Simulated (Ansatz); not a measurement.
```yaml
crystal:
  periodic: [false, false, false]
  atoms:
    - {symbol: N, position_ang: [-1.098783, 0.471839, -0.928735]}
    - {symbol: In, position_ang: [0.284198, 0.305679, 0.510005]}
    - {symbol: O, position_ang: [1.322556, -1.354188, 0.151499]}
    - {symbol: H, position_ang: [-1.323511, -0.354586, -1.461461]}
    - {symbol: H, position_ang: [-1.921445, 1.036919, -0.791943]}
    - {symbol: H, position_ang: [0.678590, 1.380110, 1.768491]}
    - {symbol: H, position_ang: [2.058395, -1.485764, 0.752145]}
basis:
  gaussian: {orbitals: def2-SVP}
magnetization: {spin_polarized: true, initial_magnetization: 2}
hamiltonian: {xc: {name: HF}}
correlation: {active_space: {window: {electrons: 6, orbitals: 2}}}
scf: {lower_state_search: full}
```

```sh
$ ansatz run in.yaml --threads 2 --pin off --events-out ev --progress --plain --max-ram 22528MiB --backend cpu
```

Question: How does Ansatz answer? (An estimate is asked.)

Answer: Computed: The input was rejected before any iteration.
```
Error: invalid value for `correlation.active_space`: it starts from restricted Hartree–Fock orbitals; set hamiltonian.xc: hf without magnetization.spin_polarized
```
